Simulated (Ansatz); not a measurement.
Basis-set extrapolation for Al2F2H4O2, SMILES `[F][Al@H-]1[OH+][Al@@H-]([F])[OH+]1` (PBE0-D4/def2-TZVP geometry, frozen core, the Gaussian-basis code of Ansatz). Multiplicity 1, RHF reference.

```tsv
	def2-TZVPP	def2-QZVPP
HF	-835.314224	-835.347516
MP2 correlation	-1.149979	-1.252618
CCSD(T) correlation	-1.203872	not run
```

Energies in hartree. Use E(X) = E(∞) + A·exp(−7.88·√X) for Hartree–Fock and E(X) = E(∞) + B·X^(−2.97) for correlation, with X = 3 and 4, and add CCSD(T) minus MP2 of the smaller set to the MP2 limit.

What is the CCSD(T) energy at the basis-set limit?

HF limit: -835.347516 + (-0.033292) × 0.13774 = -835.35210. MP2 limit: -1.252618 + (-0.102639) × 0.74074 = -1.32865. Higher-order term: -1.203872 − (-1.149979) = -0.05389. Total: -836.73464 hartree, 5.89 eV below CCSD(T)/def2-TZVPP.
